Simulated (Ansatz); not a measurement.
Ideal-gas functions of AgLi (`[Li][Ag]`) at 298.15 K and 1 bar, from an Ansatz frequency run at PBE0-D4/def2-TZVP.

Molar mass 114.81 g/mol, point group C∞v (symmetry number 1), electronic degeneracy 1, moments of inertia 37.65 u Å². Harmonic wavenumbers (cm⁻¹, unscaled): 374.

Use S(trans) = R[1.5 ln M + 2.5 ln T − 1.1517]; rotational temperatures θ = 24.2544 K / I; S(rot) = R[ln(T/σθ) + 1]; for each mode x = 1.438777 ν̃/T, S = R[x/(eˣ − 1) − ln(1 − e⁻ˣ)] and H = RT x/(eˣ − 1); 1 cm⁻¹ = 0.0119627 kJ/mol; R = 8.31446 J/(mol·K).

Task: By hand: the entropy, in J/(mol·K).

Result: Translation 168.0. Rotation: θ = 0.6442 K, giving 59.3. Vibration, mode by mode: 4.45, in all 4.4. Electronic 0.0. Sum 231.7 J/(mol·K).

Task: By hand: H − E and G − E in kJ/mol, counted from the electronic energy.

Result: Zero-point energy ½ × 374 × 0.0119627 = 2.2; thermal vibration 0.9; translation, rotation and pV give 3.5 RT = 8.7. H − E = 11.8 kJ/mol, and G − E = 11.8 − 298.15 × 231.7/1000 = -57.3 kJ/mol.

Vibration gives 2 % of the entropy.
